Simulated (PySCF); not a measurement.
Job file and geometry (Å, from GFN2-xTB) of an NMR shielding run on SMILES CC[P@](=O)(O)CC(C)C, C6H15O2P, GIAO PBE0/pcSseg-1 NMR shielding, non-relativistic, gas phase in PySCF 2.14.0, density-fitted response routines; density fitting, a coarse starting grid and PySCF grid level 2 are the driver's defaults:

```
{"job": {"kind": "nmr", "xc": "PBE0", "basis": "pcSseg-1"}, "charge": 0, "multiplicity": 1}
C      3.301439     0.598038    -0.011024
C      1.935807     0.182861    -0.533250
P      0.868012    -0.270312     0.897597
O      0.790577     0.743258     1.959217
O      1.554735    -1.623813     1.464056
C     -0.712950    -0.925854     0.223763
C     -1.492955     0.072748    -0.626741
C     -2.680553    -0.623307    -1.290784
C     -1.963693     1.246117     0.225545
H      3.801161    -0.248961     0.455569
H      3.930323     0.973302    -0.816204
H      3.184124     1.381168     0.735699
H      2.010113    -0.666947    -1.210675
H      1.460484     1.013169    -1.055778
H      1.790614    -1.455699     2.378319
H     -1.307085    -1.233308     1.088559
H     -0.466230    -1.817974    -0.353995
H     -0.833067     0.453830    -1.414678
H     -3.342953    -1.040917    -0.535455
H     -3.247964     0.084953    -1.890060
H     -2.345023    -1.429850    -1.939543
H     -2.439565     2.002661    -0.394528
H     -1.124175     1.697011     0.746308
H     -2.682910     0.907592     0.968487
```

Question: Write the output of this run.

Answer: 
```
coarse grid: 19616 points
cycle   1  E = -728.5904311742  dE =  1.186e+00  |g| = 1.098e+00  |ddm| = 4.250e+00
cycle   2  E = -728.1608208373  dE =  4.296e-01  |g| = 1.841e+00  |ddm| = 2.868e+00
cycle   3  E = -728.8024979140  dE = -6.417e-01  |g| = 3.211e-01  |ddm| = 2.203e+00
cycle   4  E = -728.8229767500  dE = -2.048e-02  |g| = 7.114e-02  |ddm| = 3.117e-01
cycle   5  E = -728.8236571891  dE = -6.804e-04  |g| = 2.961e-02  |ddm| = 6.290e-02
cycle   6  E = -728.8238382192  dE = -1.810e-04  |g| = 5.026e-03  |ddm| = 2.697e-02
cycle   7  E = -728.8238432158  dE = -4.997e-06  |g| = 1.314e-03  |ddm| = 5.220e-03
final grid: 182176 points
cycle   8  E = -728.8994980374  dE = -5.230e-05  |g| = 1.373e-02  |ddm| = 3.778e-02
cycle   9  E = -728.8994525148  dE =  4.552e-05  |g| = 2.022e-02  |ddm| = 2.873e-02
cycle  10  E = -728.8995393531  dE = -8.684e-05  |g| = 2.941e-03  |ddm| = 1.873e-02
cycle  11  E = -728.8995409841  dE = -1.631e-06  |g| = 3.553e-04  |ddm| = 2.555e-03
cycle  12  E = -728.8995410006  dE = -1.650e-08  |g| = 2.138e-04  |ddm| = 4.679e-04
cycle  13  E = -728.8995410088  dE = -8.193e-09  |g| = 3.133e-05  |ddm| = 1.772e-04
cycle  14  E = -728.8995410090  dE = -1.805e-10  |g| = 9.708e-06  |ddm| = 3.463e-05
converged SCF energy = -728.8995410090

GIAO shielding tensors (ppm)
atom      isotropic    diamagn.    paramagn.     s11        s22        s33       span
  0 C      181.146     244.301     -63.154    176.916    177.162    189.361     12.445
  1 C      160.624     260.133     -99.510    148.949    157.272    175.650     26.702
  2 P      271.717     966.806    -695.089    207.735    223.083    384.334    176.599
  3 O      189.387     399.778    -210.390    126.652    140.889    300.621    173.969
  4 O      226.480     391.448    -164.968    143.735    226.889    308.817    165.082
  5 C      140.956     261.770    -120.813    122.490    136.688    163.691     41.201
  6 C      159.740     248.130     -88.390    156.814    160.984    161.420      4.606
  7 C      159.174     246.805     -87.632    140.686    149.345    187.490     46.804
  8 C      163.552     249.985     -86.433    151.523    154.754    184.379     32.856
  9 H       30.449      27.601       2.848     25.080     29.525     36.743     11.663
 10 H       30.514      26.708       3.806     25.325     27.672     38.544     13.219
 11 H       30.131      28.368       1.763     24.742     29.755     35.895     11.153
 12 H       30.389      34.477      -4.089     25.925     30.165     35.076      9.151
 13 H       30.054      35.883      -5.829     24.634     30.804     34.725     10.091
 14 H       29.567      30.899      -1.332     23.384     24.583     40.733     17.350
 15 H       30.280      35.179      -4.899     26.778     30.458     33.603      6.825
 16 H       30.132      36.217      -6.086     25.627     30.973     33.794      8.167
 17 H       30.211      35.844      -5.633     25.800     30.084     34.750      8.950
 18 H       30.946      30.318       0.628     27.530     28.933     36.374      8.844
 19 H       30.504      29.470       1.034     26.077     27.850     37.584     11.507
 20 H       30.667      30.454       0.212     26.068     28.558     37.373     11.305
 21 H       30.806      31.391      -0.585     26.714     27.804     37.900     11.186
 22 H       29.430      32.830      -3.400     22.761     30.407     35.123     12.361
 23 H       31.196      32.213      -1.017     28.417     28.519     36.651      8.234
```

Question: Turn these shieldings into chemical shifts. Shifts are taken against calculated references (same method and geometry level): 13C (σref 186.93), 1H (σref 31.72) vs TMS; H3PO4 for 31P (σref 318.38); 17O (σref 336.08) against H2O.

Answer: Averaging equivalent atoms: C 5: 46.0; C 7: 27.8; C 6: 27.2; C 1: 26.3; C 8: 23.4; C 0: 5.8; P 2: 46.7; O 3: 146.7; O 4: 109.6; H 14: 2.15; H 13: 1.66; H 16: 1.59; H 17: 1.51; H 15: 1.44; H 9/10/11: 1.35; H 12: 1.33; H 21/22/23: 1.24; H 18/19/20: 1.01 ppm. Experimental scales use liquid or dissolved standards, which lie at an offset from isolated H2O (liquid H2O: subtract about 36 ppm) and H3PO4.

Size and cost of the density-fitted run: 235 basis functions, roughly 2.6 core-minutes.
